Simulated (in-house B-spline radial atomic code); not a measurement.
Values are calculated unless marked as measured or tabulated.
# Making a Troullier-Martins p channel for V, r_c = 0.64 bohr

V, [Ar] 3d3 4s2, non-relativistic LDA (VWN5), spherical and spin-unpolarised, from a B-spline radial code for spherical atoms (atomic units). The all-electron 3p level is ε = -1.610516 hartree, its outermost node lies just inside 0.36 bohr and its outer maximum at 0.85 bohr.

Inside r_c the pseudo-orbital is u(r) = r^2 exp(p(r)), with p = c0 + c2 r² + c4 r⁴ + … + c12 r¹². The seven coefficients follow from p and its first four derivatives at r_c, from zero curvature of the screened potential at the origin, c4 = −c2²/(2l + 5), and from the norm inside r_c. At r_c the all-electron orbital has P = 0.9160298, P' = 1.617248, the screened potential V = -9.675711, V' = 28.77768, V'' = -114.1105, and the norm inside is Q = 0.1517949.

**Question.** What are p, p' and p'' at r_c?

**Answer.** p = ln(P/r_c^2) = ln(0.9160298/0.4096) = 0.80487. p' = P'/P − 2/r_c = 1.76550 − 3.12500 = -1.35950. The radial equation gives p'' = 2(V − ε) − 2(2) p'/r_c − p'² = -16.13039 − (-8.49689) − 1.84825 = -9.48174. Differentiating, p''' = 2V' + 2(2)p'/r_c² − 2(2)p''/r_c − 2p'p'' = 77.759, and p'''' = 2V'' − 4(2)p'/r_c³ + 4(2)p''/r_c² − 2(2)p'''/r_c − 2p''² − 2p'p''' = -826.3.

For a trial c2 the five matching conditions are linear in c0, c6, c8, c10 and c12, and c2 is varied until the norm inside r_c equals Q. The root nearest zero gives:

```json
{"n": "0", "c_n": "2.417474"}
{"n": "2", "c_n": "-10.73029"}
{"n": "4", "c_n": "-16.44843"}
{"n": "6", "c_n": "363.3329"}
{"n": "8", "c_n": "-1306.899"}
{"n": "10", "c_n": "1946.459"}
{"n": "12", "c_n": "-1075.972"}
```

**Question.** Check c4 and p(r_c), and find the screened pseudopotential at the origin.

**Answer.** −c2²/7 = -16.4484, as listed. The terms c_n r_c^n are 2.41747, -4.39512, -2.75959, 24.96804, -36.78595, 22.44114, -5.08113, which sum to 0.80487. Inverting the radial equation, V_l(r) = ε + 2 p'/r + (p'' + p'²)/2, so V_l(0) = ε + (2l + 3) c2 = -1.610516 + 5 × (-10.7303) = -55.2619 hartree, finite where the all-electron potential diverges.

Orbitals and screened potentials:

```tsv
r (bohr)	P	u	V all-electron	V pseudo
0.064	-0.2672	0.04396	-290.2	-55.08
0.16	-0.5522	0.2171	-89.68	-49.51
0.256	-0.3739	0.3675	-45.35	-30.35
0.352	0.01092	0.4419	-27.56	-6.922
0.448	0.402	0.5357	-18.42	4.149
0.544	0.7108	0.7204	-13.07	-3.876
0.64	0.916	0.916	-9.676	-9.676
```

Logarithmic derivatives P'/P at R = 0.94 bohr, for energies E around ε:

```csv
E − ε (hartree),all-electron,pseudo
-0.5,0.0124967,0.0107725
-0.25,-0.184919,-0.185396
-0.1,-0.309069,-0.30915
0,-0.394394,-0.394394
0.1,-0.48188,-0.481968
0.25,-0.61739,-0.617979
0.5,-0.85562,-0.858256
```

**Question.** With P(R) = 1.044144 and a norm of 0.4709224 inside R, what slope in energy does norm conservation fix?

**Answer.** d(P'/P)/dE = −2 × (norm inside R)/P(R)² = -0.8639 per hartree·bohr at E = ε, for both atoms, since orbital and norm agree at R. Differences over ±0.1 hartree give -0.8641 (all-electron) and -0.8641 (pseudo), which also hold third-order terms. Half a hartree below ε the two curves differ by -0.0017.
